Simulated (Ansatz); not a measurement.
How basis sets differ on BrCl (bromine chloride)

The species is BrCl (2 atoms), meant as a singlet with charge 0. As SMILES, `ClBr`. Geometry: the measured bond length.

```xyz
2

Cl    0.0000    0.0000    0.0000
Br    0.0000    0.0000    2.1361
```

Each level gives the HOMO–LUMO gap (eV). The values are calculated.

```
                             level  kind  program  value (eV)
                     SPW92/cc-pVDZ   LDA   Ansatz        2.48
SPW92/6-31G* (Cartesian functions)   LDA   Ansatz        2.46
                     SPW92/cc-pVTZ   LDA   Ansatz        2.58
                     SPW92/pcseg-2   LDA   Ansatz        2.58
                  SPW92/def2-TZVPP   LDA   Ansatz        2.58
                 SPW92/aug-cc-pVTZ   LDA   Ansatz        2.57
                     SPW92/cc-pVQZ   LDA   Ansatz        2.58
```

All-electron rows without a relativistic Hamiltonian named are non-relativistic. The values span 2.46 to 2.58 eV. Orbital gaps aren't excitation energies.
